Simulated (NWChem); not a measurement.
Species: ZnHSCl; SMILES [SH][Zn][Cl]

```xyz
4

Zn    -0.0145     0.0167     0.0000
Cl    -0.0060     2.1294     0.0000
S     -0.0486    -2.1555     0.0000
H      1.3151    -2.2147     0.0000
```
Atoms are numbered in this order, from 1.

All runs: NWChem. Pople sets run with spherical d functions. The geometry was optimised at PBE-D3(BJ)/def2-SVP. LC-ωPBE (HJS hole) with 6-31G*; x = 1 − exp(−ω/0.25 bohr⁻¹) is a scale chosen for this fit.

```csv
row,x,−ε(HOMO) (eV)
ω = 0.10,0.330,7.89
ω = 0.30,0.699,9.86
ω = 0.35,0.753,10.16
ω = 0.40,0.798,10.41
ω = 0.80,0.959,withheld
```

Problem. Fit a straight line of the last column on the one before it, predict the withheld value, and compare with the run.

Solution. 
1. Means of the 4 shown rows: x = 0.6450, y = 9.580. Slope Σ(x − x̄)(y − ȳ)/Σ(x − x̄)² = 0.7371/0.1372 = 5.372; intercept 6.115.
2. The shown rows scatter about the line by 0.007 (root mean square); the largest residual is -0.01, at ω = 0.30.
3. At x = 0.959 (ω = 0.80; beyond the shown range) the line gives 11.27.
4. The run gives 11.27, 0.00 from the line.
